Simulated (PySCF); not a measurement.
## Predicted spectroscopic data

Computed data (PySCF): geometry: GFN2-xTB, shielding tensors at PBE0/pcSseg-1 (GIAO). One computed conformer, in vacuum, one averaged value for each set of equivalent atoms, non-relativistic Hamiltonian.

Scale: 1H (31.72 ppm) and 13C (186.93 ppm) vs TMS (reference shieldings calculated alike). Splittings of carbon signals by F and P are missing where no couplings were computed. Where no couplings were computed, multiplicities follow the n + 1 count of equivalent neighbours, and m marks all less simple cases (inequivalent or close neighbours, rings, F or P nearby). Shifts are as computed. Against solution values, carbons near 30 ppm lie about +3 ppm off and those near 130 ppm about +5 ppm; carbons on Cl a further +6 ppm. Of 1211 compounds with measured shifts, 218 miss one by over three times the rms of a fit or turn the order of signals round; such compounds aren't used in these exercises. Carbons bonded to Cl come out too deshielded.

**1.** SMILES C[C@@H]1C=C(F)CCC1, C7H11F. 1H NMR (500 MHz, computed): δ 5.31 (m, 1H), 2.36 (m, 1H), 2.33 (m, 1H), 2.17 (m, 1H), 1.87 (m, 1H), 1.73 (m, 1H), 1.61 (m, 1H), 1.05 (d, 3H), 0.86 (m, 1H). 13C{1H} NMR (computed): δ 170.8, 115.7, 35.1, 33.5, 29.8, 26.4, 24.6.

**2.** SMILES COc1oc(C(=O)Cl)cc1C, C7H7ClO3. 1H NMR (500 MHz, computed): δ 7.62 (s, 1H), 4.26 (s, 3H), 2.17 (s, 3H). 13C{1H} NMR (computed): δ 168.6 (C), 160.0 (C), 138.9 (C), 136.1 (CH), 107.1 (C), 57.4 (CH3), 10.2 (CH3).
